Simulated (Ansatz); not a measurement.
C3H9AlO can be A, `C[CH2][Al]([CH3])[OH]`, or B, `CC(C)[O][AlH2]`.

Computed with Ansatz on PBE0-D4/def2-TZVP structures; ΔE is electronic, products minus reactants. CCSD(T)/CBS is the MP2 limit (def2-TZVPP, def2-QZVPP) plus CCSD(T) − MP2 in def2-TZVPP, frozen cores. Functionals use def2-TZVPP. Each species was taken in one conformer, which may not be the lowest.

A:

Z-matrix (Å, degrees):
```
C
C 1 1.530
H 1 1.094 2 112.3
H 1 1.094 2 111.7 3 120.3
H 1 1.094 2 111.7 3 -120.3
Al 2 1.963 1 115.3 3 179.7
H 2 1.098 1 110.0 3 57.1
H 2 1.098 1 110.0 3 -57.5
O 6 1.705 2 120.0 1 178.8
C 6 1.946 2 123.9 1 -1.3
H 9 0.956 6 123.3 2 -0.1
H 10 1.092 6 111.8 2 178.7
H 10 1.095 6 111.4 2 57.8
H 10 1.095 6 111.2 2 -60.6
```

B:

```xyz
14

C    -0.439    1.506   -0.749
C    -0.293    0.000   -0.634
C     1.161   -0.431   -0.666
O    -0.950   -0.439    0.525
Al   -0.673   -1.185    2.007
H    -1.492    1.789   -0.705
H     0.085    2.001    0.074
H    -0.019    1.868   -1.690
H    -0.809   -0.460   -1.489
H     1.250   -1.517   -0.587
H     1.715    0.017    0.165
H     1.636   -0.118   -1.598
H    -1.947   -1.360    2.922
H     0.776   -1.672    2.424
```

Which isomer does CCSD(T)/CBS put lower? Give the gap. (Best estimate.)

The calculation gave: A, by 25.5 kcal/mol.

Give E(B) − E(A) in kcal/mol with ωB97M-V, B2PLYP, PBE-D4, CCSD(T)/def2-SVP, CCSD/def2-TZVPP, MP2/def2-TZVPP, PBE0-D4. (An estimate is asked.)

Computed: ωB97M-V 25.1, B2PLYP 25.2, PBE-D4 25.7, CCSD(T)/def2-SVP 16.9, CCSD/def2-TZVPP 24.1, MP2/def2-TZVPP 26.3, PBE0-D4 25.3. None reverses the order clearly.

Does the order hold for the free energy at 298.15 K (harmonic terms from PBE0-D4)? (An estimate is asked.)

Ansatz gave: Yes: G(B) − G(A) = +25.7 kcal/mol, for one conformer each. Modes under 60 cm⁻¹, often nearly free rotors, make the harmonic entropy too high.

Largest T1 diagnostic: 0.012.

At CCSD(T), def2-SVP lies −8.6 kcal/mol from the extrapolated value and def2-TZVPP −1.1 kcal/mol. The D4 term adds −1.1 kcal/mol with B3LYP and −0.5 kcal/mol with PBE0; it sums over pairs of atoms, weighted by their polarisabilities, and B3LYP, whose exchange is more repulsive, gets the larger term.

B3LYP here is the variant with VWN-RPA as its local correlation; programs differ in this.
